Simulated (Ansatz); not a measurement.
Consider the formal exchange of groups at a Ge–Si bond: `[CH3][GeH2][SiH2]Cl` + `CC` → `C[CH2][GeH2][CH3]` + `[SiH3]Cl`.

Computed with Ansatz on PBE0-D4/def2-TZVP structures; ΔE is electronic, products minus reactants. CCSD(T)/CBS is the MP2 limit (def2-TZVPP, def2-QZVPP) plus CCSD(T) − MP2 in def2-TZVPP, frozen cores. This one scheme is used for every species. DFT in def2-TZVPP. B3LYP here is the variant with VWN-RPA as its local correlation; programs differ in this. For Ge outer-core shells are correlated without core-valence functions, which leaves a few kJ/mol of doubt a bond. Scalar relativity is left out up to krypton. Each species was taken in one conformer, which may not be the lowest.

Question: Is it downhill or uphill in electronic energy at CCSD(T)/CBS, and by how much? (Best estimate.)

Answer: Computed: Uphill: ΔE = +33.3 kJ/mol.

Question: What do these levels give: PBE-D4, PBE0-D4, B3LYP-D4, ωB97X-V, B2PLYP, r2SCAN, B3LYP, HF/def2-TZVPP, SCS-MP2/def2-TZVPP, SCS-MP2/def2-QZVPP, MP2/CBS(def2), CCSD/CBS(def2)? (Estimate.)

Answer: The calculation gave: PBE-D4 46.9, PBE0-D4 44.4, B3LYP-D4 40.5, ωB97X-V 35.3, B2PLYP 35.3, r2SCAN 41.6, B3LYP 40.3, HF/def2-TZVPP 30.9, SCS-MP2/def2-TZVPP 26.3, SCS-MP2/def2-QZVPP 27.6, MP2/CBS(def2) 29.8, CCSD/CBS(def2) 33.1 kJ/mol.

Largest T1 diagnostic among the species: 0.010.
